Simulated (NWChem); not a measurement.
System: CH₆ClNOSi; SMILES NC[Si@H](O)Cl

Input file for NWChem:

```
start job
memory heap 200 mb stack 900 mb global 1100 mb
geometry units angstroms noautosym nocenter noautoz
  N      0.420141    -2.605370    -0.035046
  C      0.919012    -1.251722    -0.263186
  Si    -0.256051     0.065751     0.381755
  O     -1.769530    -0.118421    -0.278505
  Cl     0.488657     1.957485    -0.061151
  H      0.357861    -2.806196     0.961530
  H     -0.524278    -2.705204    -0.404245
  H      1.098702    -1.098202    -1.342583
  H      1.912002    -1.137805     0.204429
  H     -0.461493    -0.050521     1.848008
  H     -1.878808     0.117209    -1.204966
end
basis spherical
  * library 6-31g*
end
dft
  xc hfexch
  iterations 150
  mulliken
end
task dft energy
esp
  recalculate
  probe 0.07
  range 0.3
  factor 1.0
  spacing 0.02
end
task esp
```

Output (shortened):

```
             Northwest Computational Chemistry Package (NWChem) 7.3.0
             --------------------------------------------------------

                             Geometry "geometry" -> ""
                             -------------------------

 Output coordinates in angstroms (scale by  1.889725989 to convert to a.u.)

  No.       Tag          Charge          X              Y              Z
 ---- ---------------- ---------- -------------- -------------- --------------
    1 N                    7.0000     0.42014100    -2.60537000    -0.03504600
    2 C                    6.0000     0.91901200    -1.25172200    -0.26318600
    3 Si                  14.0000    -0.25605100     0.06575100     0.38175500
    4 O                    8.0000    -1.76953000    -0.11842100    -0.27850500
    5 Cl                  17.0000     0.48865700     1.95748500    -0.06115100
    6 H                    1.0000     0.35786100    -2.80619600     0.96153000
    7 H                    1.0000    -0.52427800    -2.70520400    -0.40424500
    8 H                    1.0000     1.09870200    -1.09820200    -1.34258300
    9 H                    1.0000     1.91200200    -1.13780500     0.20442900
   10 H                    1.0000    -0.46149300    -0.05052100     1.84800800
   11 H                    1.0000    -1.87880800     0.11720900    -1.20496600

 Effective nuclear repulsion energy (a.u.)     297.0947225170

  xc_inp: hfexch multiplicative factor not found.

                                 NWChem DFT Module
                                 -----------------

 Summary of "ao basis" -> "ao basis" (spherical)
 ------------------------------------------------------------------------------
       Tag                 Description            Shells   Functions and Types
 ---------------- ------------------------------  ------  ---------------------
 N                           6-31g*                  6       14   3s2p1d
 C                           6-31g*                  6       14   3s2p1d
 Si                          6-31g*                  8       18   4s3p1d
 O                           6-31g*                  6       14   3s2p1d
 Cl                          6-31g*                  8       18   4s3p1d
 H                           6-31g*                  2        2   2s

            General Information
            -------------------
          SCF calculation type: DFT
          Wavefunction type:  closed shell.
          No. of atoms     :    11
          No. of electrons :    58
           Alpha electrons :    29
            Beta electrons :    29
          Charge           :     0
          Spin multiplicity:     1
          Use of symmetry is: off; symmetry adaption is: off
          Maximum number of iterations: 150
          AO basis - number of functions:    90
                     number of shells:    46
          Convergence on energy requested:  1.00D-06
          Convergence on density requested:  1.00D-05
          Convergence on gradient requested:  5.00D-04

              XC Information
              --------------
                     Hartree-Fock (Exact) Exchange  1.000

      Superposition of Atomic Density Guess
      -------------------------------------

 Sum of atomic energies:        -917.96563010

      Non-variational initial energy
      ------------------------------

 Total energy =    -920.047408
 1-e energy   =   -1857.205462
 2-e energy   =     640.063332
 HOMO         =      -0.268393
 LUMO         =       0.066162

     ---------------------------------------------
      Total Density - Mulliken Population Analysis
     ---------------------------------------------

    Atom       Charge   Shell Charges
 -----------   ------   -------------------------------------------------------
    1 N    7     7.96   2.00  0.83  2.54  0.85  1.73  0.03
    2 C    6     6.48   2.00  0.71  1.94  0.64  1.15  0.04
    3 Si  14    12.86   2.00  2.00  5.97  0.90  1.30  0.20  0.29  0.21
    4 O    8     9.03   2.00  0.93  3.15  0.90  2.04  0.01
    5 Cl  17    17.44   2.00  2.00  5.98  1.38  3.71  0.57  1.79  0.01
    6 H    1     0.59   0.42  0.17
    7 H    1     0.59   0.42  0.17
    8 H    1     0.77   0.46  0.31
    9 H    1     0.76   0.46  0.30
   10 H    1     1.07   0.47  0.59
   11 H    1     0.44   0.35  0.09

   convergence    iter        energy       DeltaE   RMS-Dens  Diis-err
 ---------------- ----- ----------------- --------- --------- ---------
 d= 0,ls=0.0,diis     1   -919.0652579147 -1.22D+03  7.49D-03  6.45D-01
 d= 0,ls=0.0,diis     2   -919.1327837273 -6.75D-02  2.59D-03  1.65D-01
 d= 0,ls=0.0,diis     3   -919.1495648754 -1.68D-02  8.58D-04  7.28D-03
 d= 0,ls=0.0,diis     4   -919.1506796446 -1.11D-03  2.40D-04  2.94D-04
 d= 0,ls=0.0,diis     5   -919.1507382351 -5.86D-05  7.89D-05  2.30D-05
  Resetting Diis
 d= 0,ls=0.0,diis     6   -919.1507444463 -6.21D-06  3.39D-05  2.99D-06
 d= 0,ls=0.0,diis     7   -919.1507453841 -9.38D-07  1.03D-05  3.22D-07
 d= 0,ls=0.0,diis     8   -919.1507454870 -1.03D-07  4.26D-06  9.64D-08

         Total DFT energy =     -919.150745487032
      One electron energy =    -1860.658761686028
           Coulomb energy =      714.666249194086
    Exchange-Corr. energy =      -70.252955512048
 Nuclear repulsion energy =      297.094722516959

 Numeric. integr. density =        0.000000000000

                       DFT Final Molecular Orbital Analysis
                       ------------------------------------

 Vector   27  Occ=2.000000D+00  E=-4.684969D-01
              MO Center=  3.5D-01,  1.6D+00, -5.5D-02, r^2= 2.5D+00
   Bfn.  Coefficient  Atom+Function         Bfn.  Coefficient  Atom+Function
  ----- ------------  ---------------      ----- ------------  ---------------
    67      0.656918   5 Cl px               71      0.374910   5 Cl px
    63     -0.254513   5 Cl px               68     -0.153847   5 Cl py
    50      0.152494   4 O  py               54      0.129502   4 O  py
    72     -0.091817   5 Cl py                3      0.075969   1 N  px
     6      0.062784   1 N  s                49      0.061453   4 O  px

 Vector   28  Occ=2.000000D+00  E=-4.609752D-01
              MO Center=  3.0D-01,  1.3D+00,  1.5D-01, r^2= 3.2D+00
   Bfn.  Coefficient  Atom+Function         Bfn.  Coefficient  Atom+Function
  ----- ------------  ---------------      ----- ------------  ---------------
    69      0.629420   5 Cl pz               73      0.364007   5 Cl pz
    65     -0.243767   5 Cl pz               88     -0.211803  10 H  s
    87     -0.133182  10 H  s                37     -0.108561   3 Si pz
    50      0.085868   4 O  py                3     -0.082369   1 N  px
     5      0.070849   1 N  pz                4      0.070269   1 N  py

 Vector   29  Occ=2.000000D+00  E=-3.737795D-01
              MO Center=  4.9D-01, -1.7D+00, -6.9D-02, r^2= 3.1D+00
   Bfn.  Coefficient  Atom+Function         Bfn.  Coefficient  Atom+Function
  ----- ------------  ---------------      ----- ------------  ---------------
     4      0.307606   1 N  py                8      0.298505   1 N  py
     3     -0.267053   1 N  px                7     -0.255485   1 N  px
    18     -0.191118   2 C  py                5      0.189619   1 N  pz
     9      0.182329   1 N  pz               35     -0.168388   3 Si px
    68     -0.168834   5 Cl py               36      0.160362   3 Si py

 Vector   30  Occ=0.000000D+00  E= 1.565051D-01
              MO Center= -5.2D-01, -2.4D-01,  1.7D-01, r^2= 5.3D+00
   Bfn.  Coefficient  Atom+Function         Bfn.  Coefficient  Atom+Function
  ----- ------------  ---------------      ----- ------------  ---------------
    39      1.016226   3 Si px               52      0.806102   4 O  s
    41      0.446319   3 Si pz               70     -0.438319   5 Cl s
    40      0.431551   3 Si py                6      0.373470   1 N  s
    90     -0.361828  11 H  s                72      0.258047   5 Cl py
    82     -0.251032   7 H  s                88     -0.199274  10 H  s

 Vector   31  Occ=0.000000D+00  E= 1.690173D-01
              MO Center= -3.5D-01,  1.3D-01,  2.5D-01, r^2= 5.6D+00
   Bfn.  Coefficient  Atom+Function         Bfn.  Coefficient  Atom+Function
  ----- ------------  ---------------      ----- ------------  ---------------
    40      1.199203   3 Si py               70     -0.869589   5 Cl s
    38      0.827668   3 Si s                41     -0.587216   3 Si pz
    72      0.523052   5 Cl py                6      0.462607   1 N  s
    52     -0.379987   4 O  s                80     -0.345337   6 H  s
    71      0.340372   5 Cl px               54     -0.265366   4 O  py

 Vector   32  Occ=0.000000D+00  E= 1.937551D-01
              MO Center=  3.8D-01, -4.7D-01, -3.4D-02, r^2= 5.8D+00
   Bfn.  Coefficient  Atom+Function         Bfn.  Coefficient  Atom+Function
  ----- ------------  ---------------      ----- ------------  ---------------
    20      1.592782   2 C  s                38     -1.308140   3 Si s
    39     -0.997978   3 Si px               84     -0.540753   8 H  s
     6      0.528050   1 N  s                22      0.479083   2 C  py
    90     -0.444305  11 H  s                41      0.376340   3 Si pz
    70      0.367878   5 Cl s                72     -0.351839   5 Cl py

     ---------------------------------------------
      Total Density - Mulliken Population Analysis
     ---------------------------------------------

    Atom       Charge   Shell Charges
 -----------   ------   -------------------------------------------------------
    1 N    7     7.86   2.00  0.76  2.43  0.92  1.70  0.04
    2 C    6     6.41   2.00  0.64  2.01  0.64  1.06  0.06
    3 Si  14    12.88   2.00  2.00  5.97  0.88  1.56  0.03  0.13  0.31
    4 O    8     8.89   2.00  0.88  2.91  0.98  2.10  0.02
    5 Cl  17    17.39   2.00  2.00  5.98  1.34  3.61  0.63  1.82  0.02
    6 H    1     0.65   0.50  0.15
    7 H    1     0.64   0.50  0.14
    8 H    1     0.81   0.52  0.29
    9 H    1     0.81   0.52  0.29
   10 H    1     1.14   0.50  0.64
   11 H    1     0.52   0.45  0.07

     -------------------------------------------
      Total Density - Lowdin Population Analysis
     -------------------------------------------

    Atom       Charge   Shell Charges
 -----------   ------   -------------------------------------------------------
    1 N    7     7.51   1.99  0.70  2.30  0.58  1.86  0.07
    2 C    6     6.37   1.99  0.54  1.86  0.45  1.44  0.10
    3 Si  14    13.34   2.00  1.97  5.89  0.60  1.47  0.31  0.66  0.44
    4 O    8     8.60   1.99  0.86  2.79  0.72  2.21  0.03
    5 Cl  17    17.23   2.00  1.99  5.92  1.14  3.37  0.67  2.12  0.02
    6 H    1     0.76   0.48  0.28
    7 H    1     0.76   0.48  0.28
    8 H    1     0.86   0.50  0.36
    9 H    1     0.85   0.50  0.36
   10 H    1     1.07   0.51  0.56
   11 H    1     0.65   0.43  0.22

     Multipole analysis of the density
     ---------------------------------

     L   x y z        total         alpha         beta         nuclear
     -   - - -        -----         -----         ----         -------
     0   0 0 0     -0.000000    -29.000000    -29.000000     58.000000

     1   1 0 0     -0.203639      0.346745      0.346745     -0.897129
     1   0 1 0     -0.348846     -0.006001     -0.006001     -0.336844
     1   0 0 1     -0.189349     -0.392021     -0.392021      0.594693

     2   2 0 0    -35.217199    -98.562788    -98.562788    161.908377
     2   1 1 0      1.187214      0.642741      0.642741     -0.098268
     2   1 0 1      3.049411     -0.965524     -0.965524      4.980460
     2   0 2 0    -39.668383   -269.699314   -269.699314    499.730245
     2   0 1 1     -2.210329     -2.174063     -2.174063      2.137796
     2   0 0 2    -30.457777    -34.776818    -34.776818     39.095858

                     NWChem Electrostatic Potential Fit Module
                     -----------------------------------------

 Atom parameters

 Number of atoms is                                   11
 Number of basis functions is                         90

 Grid parameters

 Maximum number of grid points is                  43548
 Number of grid points is                          43547
 Grid range                                     0.300000 nm
 Grid spacing                                   0.020000 nm
 Probe radius                                   0.070000 nm
 Atom radius factor                             1.000000

 Atomic radii

    1    0.100000
    6    0.147000
    7    0.140000
    8    0.136000
   14    0.187000
   17    0.169000
 FASTESP  F
  using M.O. file = ./job.movecs

    Atom              Coordinates                           Charge

                                                  ESP

    1 N     0.042014   -0.260537   -0.003505   -0.901715
    2 C     0.091901   -0.125172   -0.026319    0.249823
    3 Si   -0.025605    0.006575    0.038176    0.770555
    4 O    -0.176953   -0.011842   -0.027851   -0.723345
    5 Cl    0.048866    0.195749   -0.006115   -0.341750
    6 H     0.035786   -0.280620    0.096153    0.330955
    7 H    -0.052428   -0.270520   -0.040425    0.331456
    8 H     0.109870   -0.109820   -0.134258   -0.006623
    9 H     0.191200   -0.113781    0.020443   -0.021448
   10 H    -0.046149   -0.005052    0.184801   -0.126031
   11 H    -0.187881    0.011721   -0.120497    0.438123
                                            ------------
                                               -0.000000

 Dipole moment                                  0.508237

 Quadrupole moment Qxx                          1.206156
                   Qyy                        -17.113361
                   Qzz                         15.907205

 RMS deviation kJ/mol                           0.071499

 RRMS %                                        27.320970
```

Level: Hartree-Fock/6-31G* (spherical d). Structure relaxed at the PBE0/def2-SVP level.
